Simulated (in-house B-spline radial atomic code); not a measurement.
Results of a calculation; reference values are marked as such.
# Making a Troullier-Martins d channel for Tc, r_c = 0.94 bohr

Tc, [Kr] 4d5 5s2, non-relativistic LDA (VWN5), spherical and spin-unpolarised, from an all-electron radial atomic-structure program (B-spline basis) (atomic units). The all-electron 4d level is ε = -0.270263 hartree, its outermost node lies just inside 0.51 bohr and its outer maximum at 1.26 bohr.

Inside r_c the pseudo-orbital is u(r) = r^3 exp(p(r)), with p = c0 + c2 r² + c4 r⁴ + … + c12 r¹². The seven coefficients follow from p and its first four derivatives at r_c, from zero curvature of the screened potential at the origin, c4 = −c2²/(2l + 5), and from the norm inside r_c. At r_c the all-electron orbital has P = 0.7027114, P' = 0.779742, the screened potential V = -6.109531, V' = 14.33018, V'' = -43.18747, and the norm inside is Q = 0.1262404.

What are p, p' and p'' at r_c?

p = ln(P/r_c^3) = ln(0.7027114/0.830584) = -0.16718. p' = P'/P − 3/r_c = 1.10962 − 3.19149 = -2.08187. The radial equation gives p'' = 2(V − ε) − 2(3) p'/r_c − p'² = -11.67854 − (-13.28853) − 4.33418 = -2.72419. Differentiating, p''' = 2V' + 2(3)p'/r_c² − 2(3)p''/r_c − 2p'p'' = 20.569, and p'''' = 2V'' − 4(3)p'/r_c³ + 4(3)p''/r_c² − 2(3)p'''/r_c − 2p''² − 2p'p''' = -153.78.

For a trial c2 the five matching conditions are linear in c0, c6, c8, c10 and c12, and c2 is varied until the norm inside r_c equals Q. The root nearest zero gives:

```csv
n,c_n
0,2.283083
2,-5.894527
4,-3.860606
6,35.24004
8,-56.89587
10,38.62935
12,-9.798139
```

Check c4 and p(r_c), and find the screened pseudopotential at the origin.

−c2²/9 = -3.86061, as listed. The terms c_n r_c^n are 2.28308, -5.20840, -3.01416, 24.31104, -34.68195, 20.80635, -4.66313, which sum to -0.16718. Inverting the radial equation, V_l(r) = ε + 3 p'/r + (p'' + p'²)/2, so V_l(0) = ε + (2l + 3) c2 = -0.270263 + 7 × (-5.89453) = -41.5320 hartree, finite where the all-electron potential diverges.

Orbitals and screened potentials:

```json
{"r (bohr)": "0.094", "P": "-0.1346", "u": "0.00773", "V all-electron": "-314.4", "V pseudo": "-41.43"}
{"r (bohr)": "0.235", "P": "-0.3892", "u": "0.09133", "V all-electron": "-82.91", "V pseudo": "-38.27"}
{"r (bohr)": "0.376", "P": "-0.2654", "u": "0.227", "V all-electron": "-37.01", "V pseudo": "-27.0"}
{"r (bohr)": "0.517", "P": "0.0333", "u": "0.3277", "V all-electron": "-20.55", "V pseudo": "-12.19"}
{"r (bohr)": "0.658", "P": "0.3295", "u": "0.4213", "V all-electron": "-12.86", "V pseudo": "-3.687"}
{"r (bohr)": "0.799", "P": "0.556", "u": "0.5626", "V all-electron": "-8.654", "V pseudo": "-4.911"}
{"r (bohr)": "0.94", "P": "0.7027", "u": "0.7027", "V all-electron": "-6.11", "V pseudo": "-6.11"}
```

Logarithmic derivatives P'/P at R = 1.24 bohr, for energies E around ε:

```json
{"E − ε (hartree)": "-0.5", "all-electron": "0.471302", "pseudo": "0.468568"}
{"E − ε (hartree)": "-0.25", "all-electron": "0.264359", "pseudo": "0.26358"}
{"E − ε (hartree)": "-0.1", "all-electron": "0.132191", "pseudo": "0.132056"}
{"E − ε (hartree)": "0", "all-electron": "0.040377", "pseudo": "0.0403773"}
{"E − ε (hartree)": "0.1", "all-electron": "-0.0546319", "pseudo": "-0.0547832"}
{"E − ε (hartree)": "0.25", "all-electron": "-0.203627", "pseudo": "-0.204664"}
{"E − ε (hartree)": "0.5", "all-electron": "-0.471398", "pseudo": "-0.476252"}
```

With P(R) = 0.8107494 and a norm of 0.3068868 inside R, what slope in energy does norm conservation fix?

d(P'/P)/dE = −2 × (norm inside R)/P(R)² = -0.9338 per hartree·bohr at E = ε, for both atoms, since orbital and norm agree at R. Differences over ±0.1 hartree give -0.9341 (all-electron) and -0.9342 (pseudo), which also hold third-order terms. Half a hartree below ε the two curves differ by -0.0027.
